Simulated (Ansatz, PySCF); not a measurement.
Process, species as SMILES: CB(C)Br [bromo(dimethyl)borane] → C[B]C + Br atom (the B-Br bond at the site shown breaks; other sites are not compared here)
Geometries: B3LYP-D3(BJ)/def2-TZVP minima from Ansatz (a first-principles code). Frequencies are from Ansatz.

Property: bond dissociation energy (0 K, with B3LYP-D3(BJ) harmonic zero-point energies), in kcal/mol. Valence correlation only, unless marked. UHF or UKS for open shells. No spin-orbit coupling. The frozen core is the preceding noble-gas configuration, with the filled d and f shells of earlier blocks. Non-relativistic. CBS(X,Y): correlation extrapolated as X^-3; Hartree-Fock from the larger set. The bracket is a focal-point correction in the basis named.

| level | program | bond dissociation energy (kcal/mol) | minus last row |
|---|---|---|---|
| HF/6-31G | Ansatz | 74.8 | -35.0 |
| HF/cc-pVDZ | Ansatz | 79.4 | -30.4 |
| HF/def2-TZVPD | PySCF | 79.1 | -30.7 |
| HF-D4/def2-TZVPD | PySCF + dftd4 | 83.8 | -26.0 |
| SVWN5/def2-TZVPD | Ansatz | 123.7 | 13.9 |
| PBE-D4/def2-TZVPD | Ansatz + dftd4 | 109.0 | -0.8 |
| BLYP-D3(BJ)/def2-TZVPD | Ansatz + dftd3 | 104.4 | -5.4 |
| revPBE-D4/def2-TZVPD | Ansatz + dftd4 | 105.6 | -4.2 |
| r2SCAN/def2-TZVPD | Ansatz | 106.6 | -3.2 |
| PBE0/def2-SVP | Ansatz | 108.1 | -1.7 |
| PBE0-D4/def2-TZVPD | Ansatz + dftd4 | 108.0 | -1.8 |
| r2SCAN0/def2-TZVPD | Ansatz | 105.1 | -4.7 |
| M06-2X/def2-TZVPD | PySCF | 105.8 | -4.0 |
| LC-wPBE-D4/def2-TZVPD | Ansatz + dftd4 | 105.8 | -4.0 |
| B2GP-PLYP-D3(BJ)/def2-TZVPD | Ansatz + dftd3 | 107.9 | -1.9 |
| B2PLYP-D3(BJ)/def2-TZVPD | Ansatz + dftd3 | 107.1 | -2.7 |
| B2PLYP/def2-TZVPD | Ansatz | 105.5 | -4.3 |
| MP2/STO-3G | Ansatz | 114.7 | 4.9 |
| CCSD/6-31G* | Ansatz | 102.8 | -7.0 |
| CCSD/aug-cc-pVTZ | Ansatz | 104.2 | -5.6 |
| RI-MP2/CBS(aug-cc-pVTZ,aug-cc-pVQZ)+[CCSD(T)-MP2]/aug-cc-pVTZ | Ansatz | 109.8 | 0.0 |
